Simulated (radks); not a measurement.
Problem. Gd3+, configuration [Kr] 4d10 4f7 5s2 5p5.75 6s0.25 (fractional occupations, a model configuration). Calculated with a radial shooting solver on a logarithmic mesh with Libxc functionals: scalar-relativistic Kohn-Sham, r2SCAN, spin-unpolarised, spherical densities, finite nucleus; meta-GGA in the generalised Kohn-Sham scheme; Fermi nuclear charge, rms radius 5.1569 fm. Some entries of the table are withheld. Estimate them.

orbital  occ.  eigenvalue (eV)  r(max) (bohr)  <r^2> (bohr^2)
1s          2              (1)            (2)       0.0006551
2s          2        -8332.539        0.07897         0.01027
2p          6        -7414.838            (3)        0.008285
3s          2        -1876.015         0.2240         0.06804
3p          6        -1590.216         0.2198         0.06828
3d         10        -1212.918         0.1803         0.05748
4s          2        -403.0985         0.5157          0.3451
4p          6        -308.4132         0.5380          0.3893
4d         10        -176.8931         0.5590          0.4696
5s          2              (4)          1.196           1.968
5p       5.75              (5)          1.345           2.600
4f          7         -34.8502         0.5671          0.9228
6s       0.25         -22.1442          2.930           11.15

Solution. 
(1) 1s eigenvalue (eV): -50198.09
(2) 1s r(max) (bohr): 0.01392
(3) 2p r(max) (bohr): 0.06395
(4) 5s eigenvalue (eV): -77.3306
(5) 5p eigenvalue (eV): -53.8471
